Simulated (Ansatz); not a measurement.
`[O]=[Ta]([OH])([OH])[F]`, charge 0, multiplicity 1.

(1) Give a relaxed structure at PBE0-D4/def2-TZVP (Ansatz). (Best estimate.)

Answers

(1) Ansatz gave: 
Z-matrix (Å, degrees):
```
Ta
O 1 1.899
O 1 1.899 2 109.5
O 1 1.717 2 108.6 3 118.5
F 1 1.885 2 110.6 3 -122.2
H 2 0.958 1 130.3 3 -119.8
H 3 0.958 1 130.3 2 119.8
```
Point group Cs.
